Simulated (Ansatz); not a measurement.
Program: Ansatz. Geometries: PBE0-D4/def2-TZVP. ΔE: electronic, gas phase. CCSD(T)/CBS adds triple-zeta CCSD(T) − MP2 to the extrapolated MP2 energy (def2 sets, frozen cores). This one scheme is used for every species. DFT in def2-TZVPP. HSE06 is defined as in plane-wave codes. Each species was taken in one conformer, which may not be the lowest.

Consider the hydrogenolysis of a C–O bond: `C=C=C(Cl)O[SiH3]` + H₂ → `C=C=CCl` + `O[SiH3]`.

Question: Is it downhill or uphill in electronic energy at CCSD(T)/CBS, and by how much? (Estimate.)

Answer: Computed: Downhill: ΔE = -99.0 kJ/mol.

Question: What do these levels give: r2SCAN-D4, B97M-V, BHLYP-D4, HSE06, MP2/def2-TZVPP, HF/CBS(def2)? (An estimate is asked.)

Answer: Computed: r2SCAN-D4 -88.4, B97M-V -95.4, BHLYP-D4 -98.5, HSE06 -100.2, MP2/def2-TZVPP -95.4, HF/CBS(def2) -123.2 kJ/mol.

Question: What do rigid-rotor, harmonic-oscillator terms from PBE0-D4/def2-TZVP frequencies (298.15 K, 1 bar) make of the CCSD(T)/CBS value? (Estimate.)

Answer: Ansatz gave: ΔZPE = +21.4 kJ/mol, ΔH = -82.3 kJ/mol, ΔS = 41 J/(mol·K), ΔG = -94.6 kJ/mol. Modes under 50 cm⁻¹ make the entropy rough.

Largest T1 diagnostic among the species: 0.012.

From BLYP to BHLYP (50 % exact exchange), in def2-TZVPP and without D4, ΔE moves by −11.1 kJ/mol. At CCSD(T), def2-SVP lies +18.9 kJ/mol from the extrapolated value and def2-TZVPP +1.2 kJ/mol. Leaving LDA and LC-ωPBE aside and taking each functional with its dispersion term where it has one, the values, not all of them listed here, spread over 22.5 kJ/mol, from B2PLYP to revPBE-D4. LDA lies +15.4 kJ/mol from PBE without D4.
